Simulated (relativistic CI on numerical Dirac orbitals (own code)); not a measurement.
# Slater and spin-orbit integrals, Yb31+

These numbers are calculated, not measured: Dirac-Coulomb-Breit CI, separate exchange-only KLI orbitals for each configuration, a model potential for QED, unscaled Slater integrals (own radial code, finite nucleus).

Slater integrals F^k, G^k are unscaled and averaged over j, outside the closed core [Ar] 3d10; ζ comes from projecting the Hamiltonian with its Breit term on Σ l·s of the shell.

- 4s2.4p6.4d3: F^2(4d,4d) = 216620, F^4(4d,4d) = 147490, ζ(4d) = 43218 cm⁻¹; <r>(4d) = 0.4644, <r^2>(4d) = 0.2464 (bohr units).
- 4s2.4p5.4d4: ζ(4p) = 349500, F^2(4d,4d) = 216570, F^4(4d,4d) = 147460, F^2(4p,4d) = 218320, G^1(4p,4d) = 271790, G^3(4p,4d) = 173920, ζ(4d) = 43040 cm⁻¹; <r>(4p) = 0.4602, <r^2>(4p) = 0.2396, <r>(4d) = 0.4644, <r^2>(4d) = 0.2464 (bohr units).
- 4s2.4p6.4d2.4f: F^2(4d,4d) = 216480, F^4(4d,4d) = 147390, ζ(4d) = 43179, F^2(4d,4f) = 217350, F^4(4d,4f) = 141860, G^1(4d,4f) = 225880, G^3(4d,4f) = 155510, G^5(4d,4f) = 114220, ζ(4f) = 6874.5 cm⁻¹; <r>(4d) = 0.4647, <r^2>(4d) = 0.2468, <r>(4f) = 0.4409, <r^2>(4f) = 0.2206 (bohr units).

(1) Give the Racah parameters of the d shell in 4s2.4p6.4d3.

Averages of the first 10 configurations, taken without configuration mixing, which lowers the lowest level and can move excited configurations by several eV; other configurations of the list can lie among them:

```csv
Configuration,Parity,States,Average energy above the lowest level (eV)
4s2.4p6.4d3,even,120,27.3
4s2.4p5.4d4,odd,1260,206.6
4s2.4p6.4d2.4f,odd,630,210.9
4s.4p6.4d4,even,420,349.7
4s.4p6.4d3.4f,odd,3360,531.3
4s2.4p6.4d2.5s,even,90,402.9
4s2.4p6.4d.4f.5s,odd,280,586.4
4s2.4p6.4d2.5p,odd,270,461.7
4s2.4p6.4d2.5d,even,450,540.8
4s2.4p5.4d3.5s,odd,1440,580.8
```

## Answers

(1) B = F²/49 − 5F⁴/441 = 2749 cm⁻¹ and C = 35F⁴/441 = 11706 cm⁻¹.
